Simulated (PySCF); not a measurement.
Harmonic spectrum computed at PBE in the def2-SVP basis family (core potentials from Rb on, PySCF, no spin–orbit coupling):

| ω (cm⁻¹) | IR (km/mol) |
| --- | --- |
| 60 | 1.3 |
| 74 | 3.3 |
| 121 | 2.8 |
| 122 | 0.0 |
| 141 | 1.8 |
| 289 | 5.3 |
| 332 | 173 |
| 343 | 56.3 |
| 349 | 19.9 |

Problem. Which molecule gave it? In each, all ligands are bound to the one heavy central atom.
A. MnCl₄ (quartet)
B. CuCl₄ (doublet)
C. CCl₄ (singlet)
D. TeCl₄ (singlet)

Solution. D. It has C2v symmetry with Te–Cl 2.384 Å (×2), Te–Cl 2.478 Å (×2).
